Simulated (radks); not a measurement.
The numbers below are computed, except where a source is named.
The mean radii <r> (bohr) of the occupied orbitals of an atom or ion are listed with their occupations. Level of theory: scalar-relativistic Kohn-Sham, SCAN, spin-polarised, spherical densities, finite nucleus; meta-GGA in the generalised Kohn-Sham scheme; Fermi nuclear charge, rms radius of each element as measured or else 0.836 A^(1/3) + 0.57 fm (a radial shooting solver on a logarithmic mesh with Libxc functionals).

| orbital | occ. | <r> |
|---|---|---|
| 1s down | 1 | 0.02074 |
| 1s up | 1 | 0.02074 |
| 2s up | 1 | 0.08805 |
| 2s down | 1 | 0.08805 |
| 2p up | 3 | 0.07806 |
| 2p down | 3 | 0.07806 |
| 3s up | 1 | 0.2296 |
| 3s down | 1 | 0.2294 |
| 3p up | 3 | 0.2287 |
| 3p down | 3 | 0.2286 |
| 3d up | 5 | 0.2080 |
| 3d down | 5 | 0.2079 |
| 4s up | 1 | 0.5186 |
| 4s down | 1 | 0.5189 |
| 4p up | 3 | 0.5497 |
| 4p down | 3 | 0.5502 |
| 4d up | 5 | 0.5963 |
| 4d down | 5 | 0.5975 |
| 5s up | 1 | 1.269 |
| 5s down | 1 | 1.283 |
| 5p up | 3 | 1.503 |
| 5p down | 3 | 1.513 |
| 4f up | 7 | 0.8275 |
| 4f down | 4 | 0.8596 |

Name the element and its charge. Open shells, if any, are filled with parallel spins first.

Answer. Z = 67, holmium, charge +2: Ho2+ in [Xe] 4f11. The 1s radius gives Z: for a bare nucleus <r> = (2 gamma + 1)/(2Z) with gamma = sqrt(1 - (Z/c)^2), 0.02048 bohr for Z = 67, and screening makes it slightly larger (0.02074 here). The occupations add up to 65, and the charge is Z minus that.
